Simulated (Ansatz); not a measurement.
Reaction (formal exchange of groups at the Se–B bond): `[SiH3][SiH2]B[SeH]` + `N[SiH2]F` → `N[SiH](F)[SeH]` + `B[SiH2][SiH3]`

Computed with Ansatz on PBE0-D4/def2-TZVP structures; ΔE is electronic, products minus reactants. CCSD(T)/CBS adds triple-zeta CCSD(T) − MP2 to the extrapolated MP2 energy (def2 sets, frozen cores). Functionals use def2-TZVPP. For Se outer-core shells are correlated without core-valence functions, which leaves a few kJ/mol of doubt a bond. Scalar relativity is left out up to krypton. One conformer a species, not always the lowest.

```json
{"level": "PBE-D4", "ΔE (kJ/mol)": "49.1"}
{"level": "revPBE-D4", "ΔE (kJ/mol)": "46.6"}
{"level": "BHLYP-D4", "ΔE (kJ/mol)": "39.2"}
{"level": "PBE-QIDH", "ΔE (kJ/mol)": "45.5"}
{"level": "CCSD(T)/def2-SVP", "ΔE (kJ/mol)": "61.5"}
{"level": "MP2/def2-TZVPP", "ΔE (kJ/mol)": "50.5"}
{"level": "MP2/def2-QZVPP", "ΔE (kJ/mol)": "48.0"}
{"level": "MP2/CBS(def2)", "ΔE (kJ/mol)": "46.6"}
```

What does CCSD(T)/CBS give? (Estimate.)

Ansatz gave: +45.8 kJ/mol. The listed levels differ from it by 3.3, 0.8, -6.6, -0.3, 15.7, 4.7, 2.2, 0.8 kJ/mol.

Largest T1 diagnostic among the species: 0.014.

From PBE to PBE0 (25 % exact exchange), in def2-TZVPP and without D4, ΔE moves by −4.6 kJ/mol. In def2-TZVPP, CCSD(T) changes the Hartree–Fock value by +18.8 kJ/mol (the triples alone add +3.9 kJ/mol) and MP2 by +19.6 kJ/mol.

CCSD(T)/CBS has its own doubt, a few kJ/mol and more with outer-core shells, so smaller differences from it don't rank the levels.
